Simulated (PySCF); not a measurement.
## I (iodine, neutral): UHF calculation

Configuration: [Kr] 4d10 5s1 5p6, 2S determinant (an excited configuration). Computed with PySCF 2.14 in aug-cc-pVTZ-PP with ECP28MDF (6s5p4d2f, 55 functions), with a scalar-relativistic core potential.

| Quantity | Value |
| --- | --- |
| Total energy | -294.194191 hartree |
| One-electron energy | -511.8725 hartree |
| Hartree (Coulomb) energy | 238.5351 hartree |
| Exchange energy | -20.8568 hartree |
| ⟨S²⟩ | 0.7827 |
| ⟨L²⟩ | 0.000 |
| Sum of ⟨r⟩ | 32.59 bohr |
| Sum of ⟨r²⟩ | 62.65 bohr² |

```csv
shell,electrons,mean orbital energy (eV),"rms radius, mean of both spins (bohr)"
4s α,1,-212.87,0.796
4s β,1,-212.18,0.796
4p α,3,-153.66,0.852
4p β,3,-153.28,0.852
4d α,5,-64.544,0.996
4d β,5,-64.166,0.996
5s α,1,-26.612,2.10
5p α,3,-12.455,2.67
5p β,3,-9.574,2.67
```

Energies and moments cover only the electrons outside the core potential.
